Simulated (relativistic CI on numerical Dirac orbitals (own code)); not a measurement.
Hyperfine structure of Ru¹¹⁺, mass number 99

Computed by Dirac-Coulomb-Breit CI, orbitals from a KLI potential per configuration, a model potential for QED, unscaled Slater integrals (own radial code, finite nucleus).

Configurations in the expansion (outside the closed core [Ar] 3d10): 4s2.4p3, 4s.4p4, 4p5, 4s2.4p2.4d, 4s.4p3.4d, 4s2.4p2.4f, 4s.4p3.4f, 4p4.4d, 4s2.4p2.5s, 4s.4p2.4d2, 4s2.4p2.5p, 4s2.4p.4d.4f, 4s2.4p.4d2, 4s2.4d3, 4s.4p.4d3, 4s2.4d2.4f, 4s.4p.4d2.4f, 4s2.4d2.5s, 4p3.4d2, 4p2.4d3, 4p2.4d2.4f, 4p2.4d2.5s. Double excitations out of closed p, d and f shells are left out; levels of such configurations are missing from the list, as are those of other unlisted configurations, and high levels can miss mixing partners. These lack a partner that the ground configuration has and come out too high: 4s2.4p2.5p.

Nuclear spin I = 5/2, μ = -0.641 μN, Q = 0.079 b (tables of Stone and Pyykkö). The electronic factors are computed for point nuclear moments, without core polarisation or the Bohr-Weisskopf and QED corrections.

| Level | E (cm⁻¹) | A (MHz) | B (MHz) |
| --- | --- | --- | --- |
| 4s2.4p3 2D°_3/2 | 33295 | -802.5 | 642 |
| 4s2.4p3 2D°_5/2 | 44987 | -2551 | -6.59 |
| 4s2.4p3 2P°_1/2 | 68966 | -7505 |  |
| 4s2.4p3 2P°_3/2 | 91171 | -1385 | -810 |
| 4s.4p4 4P_5/2 | 260454 | -6068 | 615 |
| 4s.4p4 4P_3/2 | 280999 | -4605 | -566 |
| 4s.4p4 4P_1/2 | 286716 | -14030 |  |
| 4s.4p4 2D_3/2 | 324228 | 1429 | -909 |

Levels with J = 0, under 50 % of one LS term, or S terms without an open s electron are left out. Small factors come from cancelling terms and can be off by tens of per cent or more.

At this charge energies of transitions that change n are usually good to better than 1 %, and those within a shell (Δn = 0) to a few per cent.

Problem. Give the hyperfine levels of 4s2.4p3 2D°_5/2 relative to its centre of gravity.

Solution. With K = F(F + 1) − I(I + 1) − J(J + 1), E = AK/2 + B[¾K(K + 1) − I(I + 1)J(J + 1)]/[2I(2I − 1)J(2J − 1)]: F = 0: 22320, F = 1: 19770, F = 2: 14670, F = 3: 7017, F = 4: -3186, F = 5: -15950 MHz.

LS names give the leading component of a level, which can be under half, so a name can repeat, a term be missing and a line seem to break the LS rules.
